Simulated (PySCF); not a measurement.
# `C[C@H]1C[CH2][Ge@H]([F])[CH2]1`, C5H11FGe

Geometry:
| atom | x (Å) | y (Å) | z (Å) |
| --- | --- | --- | --- |
| C1 | 1.979 | -0.978 | 0.117 |
| C2 | 0.792 | -0.044 | -0.085 |
| C3 | -0.306 | -0.708 | -0.931 |
| C4 | -1.486 | 0.251 | -1.096 |
| Ge5 | -1.579 | 1.121 | 0.695 |
| F6 | -1.435 | 2.874 | 0.466 |
| C7 | 0.188 | 0.396 | 1.252 |
| H8 | 2.752 | -0.490 | 0.706 |
| H9 | 2.407 | -1.265 | -0.842 |
| H10 | 1.668 | -1.881 | 0.638 |
| H11 | 1.131 | 0.850 | -0.621 |
| H12 | 0.097 | -0.999 | -1.903 |
| H13 | -0.638 | -1.615 | -0.419 |
| H14 | -2.388 | -0.271 | -1.404 |
| H15 | -1.263 | 1.011 | -1.845 |
| H16 | -2.810 | 1.097 | 1.589 |
| H17 | 0.063 | -0.463 | 1.911 |
| H18 | 0.819 | 1.122 | 1.759 |

Method: TDDFT B3LYP/def2-SVPD circular dichroism and optical rotation, one conformer, gas phase (PySCF 2.14.0). Geometry: GFN2-xTB.

The calculation is non-relativistic, which matters for the atoms heavier than Zn. States above about 7.7 eV (minus the energy of the highest occupied orbital) lie near or above the ionisation threshold and depend on the basis.

Draw the ECD and absorption spectra from the lowest 12 states, each a Gaussian of half-width 0.25 eV at 1/e height.


| E (eV) | λ (nm) | Δε (L mol⁻¹ cm⁻¹) | ε (L mol⁻¹ cm⁻¹) |
| --- | --- | --- | --- |
| 6.11 | 203 | -0.12 | 9.22 |
| 6.21 | 200 | -0.50 | 38.9 |
| 6.31 | 197 | -1.54 | 119 |
| 6.41 | 193 | -3.44 | 265 |
| 6.51 | 191 | -5.55 | 429 |
| 6.61 | 188 | -6.49 | 505 |
| 6.71 | 185 | -5.37 | 438 |
| 6.81 | 182 | -2.46 | 316 |
| 6.91 | 179 | +2.16 | 320 |
| 7.01 | 177 | +9.70 | 654 |
| 7.11 | 174 | +20.20 | 1500 |
| 7.21 | 172 | +29.00 | 2970 |
| 7.31 | 170 | +29.33 | 4960 |
| 7.41 | 167 | +20.64 | 6910 |
| 7.51 | 165 | +10.20 | 7920 |
| 7.61 | 163 | +4.22 | 7460 |
| 7.71 | 161 | +1.58 | 6130 |
| 7.81 | 159 | -1.82 | 5290 |
| 7.91 | 157 | -6.91 | 5850 |
| 8.01 | 155 | -11.24 | 7200 |
| 8.11 | 153 | -13.07 | 7870 |

Δε uses R in velocity form, ε uses f in length form. Only the states computed contribute, so the short-wavelength end is incomplete.
